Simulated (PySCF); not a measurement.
C₅H₇FO₂Si.
Numbering: `[CH:1]#[C:2][C@:3]([F:4])([CH2:5][CH:6]=[O:7])[SiH2:8][OH:9]` (hydrogens: H10 on C1; H11, H12 on C5; H13 on C6; H14, H15 on Si8; H16 on O9)

The geometry is computed with GFN2-xTB (gas phase).

Problem. What internal coordinates does the optimisation give?

Solution. 
```json
{"bond": "C1≡C2", "length (Å)": "1.198"}
{"bond": "C2–C3", "length (Å)": "1.445"}
{"bond": "C3–F4", "length (Å)": "1.406"}
{"bond": "C3–C5", "length (Å)": "1.549"}
{"bond": "C5–C6", "length (Å)": "1.496"}
{"bond": "C6=O7", "length (Å)": "1.205"}
{"bond": "C3–Si8", "length (Å)": "1.960"}
{"bond": "Si8–O9", "length (Å)": "1.610"}
{"bond": "C1–H10", "length (Å)": "1.049"}
{"bond": "C5–H11", "length (Å)": "1.091"}
{"bond": "C5–H12", "length (Å)": "1.092"}
{"bond": "C6–H13", "length (Å)": "1.103"}
{"bond": "Si8–H14", "length (Å)": "1.453"}
{"bond": "Si8–H15", "length (Å)": "1.458"}
{"bond": "O9–H16", "length (Å)": "0.968"}
```

A selection of angles:
```json
{"angle": "C1–C2–C3", "degrees": "178.5"}
{"angle": "C2–C3–F4", "degrees": "108.1"}
{"angle": "C2–C3–C5", "degrees": "108.9"}
{"angle": "C2–C3–Si8", "degrees": "111.2"}
{"angle": "F4–C3–C5", "degrees": "106.9"}
{"angle": "F4–C3–Si8", "degrees": "108.4"}
{"angle": "C5–C3–Si8", "degrees": "113.2"}
{"angle": "C3–C5–C6", "degrees": "109.8"}
{"angle": "C5–C6–O7", "degrees": "124.7"}
{"angle": "C3–Si8–O9", "degrees": "109.5"}
{"angle": "H16–O9–Si8", "degrees": "120.9"}
```

Dihedral angles: C2–C3–C5–C6 170° (antiperiplanar); C3–C5–C6–O7 89° (synclinal); C2–C3–Si8–O9 116° (anticlinal); H16–O9–Si8–C3 49° (synclinal).

O9 (silanol oxygen) is bent (angle 120.9°). H16 on O9 lies 1.89 Å from O7, 6 bonds away (angle at H 145°; Bondi radii sum to 2.72 Å): the geometry of an intramolecular hydrogen bond. The 4 C–C bonds span 1.198 Å (C1≡C2, drawn triple) to 1.549 Å (C3–C5, drawn single), a spread of 0.351 Å. Si8 (oxygen-bound silicon) is distorted tetrahedral (angles from 103.6° to 116.7°). Of the pairs four or more bonds apart, those above aside, C6···H16 is among the closest relative to their van der Waals radii: 2.60 Å, 90 % of the sum of Bondi's values.

Point group: C1 (no symmetry element, even within 0.4 Å). Not checked by GFN2-xTB frequencies. One conformer, not necessarily the lowest (C2–C3–C5–C6 170°, C3–C5–C6–O7 89°, C2–C3–Si8–O9 116°, C3–Si8–O9–H 49°).
